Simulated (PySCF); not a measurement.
A structure optimised at PBE-D3(BJ)/def2-SVP, used in a PySCF frequency run:

```xyz
10

O     -1.1225    -1.0719    -1.0347
Ge    -0.4291    -0.0291     0.2682
O     -0.9957     1.6738     0.0554
Si     1.9378    -0.2551    -0.0273
H     -2.0965    -1.0934    -0.9700
H     -1.0213    -0.3893     1.6594
H     -0.6496     2.0416    -0.7796
H      2.3127     0.2575    -1.3911
H      2.3557    -1.6936     0.1011
H      2.6482     0.5645     1.0148
```

Q: Write its SMILES and formula.

A: [OH][GeH]([OH])[SiH3], GeH6O2Si

Q: What are its rotational constants (standard atomic weights)?

A: 5.0826, 2.4693, 1.9431 GHz
